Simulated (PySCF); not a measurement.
**Aluminium: a sound run and one with changed settings**

Sound run: Al²⁺ [Ne] 3s1, Al³⁺ [Ne]. Computed with PySCF 2.14 in x2c-SVPall (4s3p1d, 18 functions), with the spin-free X2C one-electron Hamiltonian (Gaussian nucleus). The sound run starts from symmetry-adapted Hartree-Fock orbitals and uses a fine grid where one is needed.

Changed run: initial guess atom, at most 5 SCF cycles. This setting is unsound on purpose.

```json
{"species": "Al²⁺", "method": "UHF", "sound run (hartree)": "-241.37161", "changed run (hartree)": "-241.37161", "converged": "no"}
{"species": "Al²⁺", "method": "PBE0", "sound run (hartree)": "-241.68834", "changed run (hartree)": "-241.68834", "converged": "yes"}
{"species": "Al²⁺", "method": "TPSS", "sound run (hartree)": "-241.81695", "changed run (hartree)": "-241.81695", "converged": "yes"}
{"species": "Al³⁺", "method": "UHF", "sound run (hartree)": "-240.34622", "changed run (hartree)": "-240.34622", "converged": "yes"}
{"species": "Al³⁺", "method": "PBE0", "sound run (hartree)": "-240.63959", "changed run (hartree)": "-240.63959", "converged": "yes"}
{"species": "Al³⁺", "method": "TPSS", "sound run (hartree)": "-240.77455", "changed run (hartree)": "-240.77455", "converged": "yes"}
```

Ionisation energy of Al²⁺:

| method | sound run (eV) | changed run (eV) |
| --- | --- | --- |
| PBE0 | 28.538 | 28.538 |
| TPSS | 28.365 | 28.365 |

The SCF was stopped early; the energies are upper bounds that still move, and correlated levels were skipped or rest on poor orbitals.

For comparison, NIST gives 28.448 eV between the lowest levels.
